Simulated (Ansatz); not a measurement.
## Which is lower?

The two ends of one reaction step of CH8GeO, closed shell (PBE0-D4/def2-TZVP).

A:

```tsv
atom	x (Å)	y (Å)	z (Å)
Ge1	-0.3411	-0.8391	-0.7437
H2	0.8193	-0.2849	-1.5958
H3	-0.7078	-2.2293	-1.2970
H4	-1.5584	0.0862	-0.9476
C5	0.1587	-0.9303	1.1361
H6	0.9567	2.1737	-0.7210
O7	0.4014	2.4223	0.0222
H8	-0.6679	-1.3256	1.7275
H9	1.0240	-1.5810	1.2673
H10	0.4055	0.0721	1.4861
H11	-0.4904	2.4357	-0.3340
```

B:

```xyz
11
angstrom
Ge -1.1530 -0.0837 -0.1954
H 3.0168 0.7764 -0.9159
H -1.4634 -0.9899 -1.4075
H -2.4813 0.4106 0.4197
C -0.0035 -0.9428 1.1044
H 2.2934 0.9681 -0.8954
O -0.2092 1.3312 -0.7517
H -0.4930 -1.8202 1.5295
H 0.9266 -1.2522 0.6269
H 0.2290 -0.2433 1.9078
H -0.6623 1.8459 -1.4222
```

Program: Ansatz 0.2.0. Basis: def2-TZVPP. Cores are frozen in the correlated methods. Filled d shells of the heavier atoms are correlated. The def2 sets are not built for correlating such inner shells, so the correlated values are less sure here. B3LYP uses VWN-RPA correlation.

Question: Which structure is lower at CCSD(T), and by how much? (To be estimated.)

Answer: The calculation gives: B, by 0.44 kcal/mol (electronic energy, against the other); a gap this small isn't resolved in one triple-zeta basis. By their contacts, A is a complex of CH₆Ge ([CH3][GeH3]) + H₂O and B is a complex of CH₆GeO ([CH3][GeH2][OH]) + H₂.

Question: Do the other methods give the same order? (A judgement: the text doesn't fix the answer.)

Answer: By the calculation: Not all: SPW92, PBE-D4, B97M-V, PBE0-D4, r2SCAN0-D4, CCSD give the other order.

| method | E(B) − E(A) (kcal/mol) |
| --- | --- |
| SPW92 | 2.16 |
| PBE-D4 | 0.26 |
| BLYP-D4 | -1.59 |
| r2SCAN-D4 | -0.84 |
| B97M-V | 0.42 |
| PBE0-D4 | 0.92 |
| B3LYP-D4 | -0.73 |
| r2SCAN0-D4 | 0.06 |
| BHLYP-D4 | -0.32 |
| CAM-B3LYP-D4 | -0.48 |
| wB97X-V | -0.64 |
| wB97M-V | -0.09 |
| B2PLYP | -1.16 |
| PBE-QIDH | -0.01 |
| RPA on PBE | -0.79 |
| HF | -0.37 |
| MP2 | -1.82 |
| CCSD | 0.03 |
| CCSD(T) | -0.44 |

No T1 diagnostic of these runs exceeds 0.011.

Labels in which every atom is bracketed show which atoms are joined, not bond orders.

For scale, one of the runs: CCSD(T)/def2-TZVPP, 222 basis functions, launched by `ansatz run in.yaml --threads 4 --pin off --events-out ev --progress --plain --max-ram 9574MiB`. The run took 74 s on 4 CPU threads of an Arm Neoverse V2 (shared host), with 3.6 GiB of host memory at its peak.
